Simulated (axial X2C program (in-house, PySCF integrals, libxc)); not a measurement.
# CsC: from Re and ωe to a spectrum

A bond curve at the CCSD(T) level, 2c, was computed with an in-house relativistic program for diatomic molecules (basis Cs dyall-cv3z [15s15p9d4f1g], C dyall-v3z [7s6p2d1f] (cores contracted in-house)) for the state Ω = 3/2 (⟨Sz⟩ = 1.50, ⟨Lz⟩ = 0.00 at HF). Its fit gives Re = 2.7514 Å, ωe = 307.8 cm⁻¹, ωexe = 1.51 cm⁻¹ and αe = 1.371e-03 cm⁻¹; the masses are 132.9054 and 12.0000 u. Two-component means X2C with spin–orbit coupling and atomic mean-field Coulomb and Gaunt terms.

Correlated methods: 13 electrons correlated (number of frozen shells: Cs 4 s, 3 p, 2 d; C 1 s), 267 virtual spin orbitals or spinors in MP2, 90 natural virtuals in coupled cluster.

(1) Find the reduced mass, Be and the force constant.

(2) A Morse curve ties αe to the other constants (Pekeris). How well does that hold?

(3) Estimate De from a Morse curve and compare with the computed well depth of 2.143 eV to Cs + C.

(4) Where do the fundamental and the first overtone lie?

(5) Estimate the centrifugal constant by the Kratzer relation.

One determinant describes the state; a PBE0 search over occupations chose it and may have missed a lower one. Dissociation energies refer to the lowest single-determinant-based atoms at the same level and basis. Coupled cluster ran in a truncated set of natural virtual spinors; the MP2 energy of the rest was added. (T) has no such correction and the atoms are truncated less, which lowers De at CCSD(T) by a hundredth of an eV or more. The 2c atoms are single determinants rather than J levels; their spin–orbit lowering is only partly caught, and De is too large by that part. This holds for CCSD(T). With several unpaired electrons one determinant need not be a pure state. This is the top spin component of a Σ state; components of lower Ω are not single determinants and can lie lower.

Results:

(1) From the CCSD(T) values: μ = 11.0062 u. Be = 16.8576/(μ Re²) = 0.2023 cm⁻¹. k = 5.8918×10⁻⁷ μ ωe² = 0.614 mdyn/Å.

(2) αe(Morse) = 6Be²/ωe × (√(ωexe/Be) − 1) = 1.382e-03 cm⁻¹; the CCSD(T) curve gives 1.371e-03 cm⁻¹, a ratio of 1.01.

(3) De(Morse) = ωe²/(4ωexe) = 1.945 eV against 2.143 eV computed, a ratio of 0.91. For De the Morse form works well here.

(4) ν(1←0) = ωe − 2ωexe = 304.8 cm⁻¹; ν(2←0) = 2ωe − 6ωexe = 606.5 cm⁻¹.

(5) D = 4Be³/ωe² = 3.50e-07 cm⁻¹.
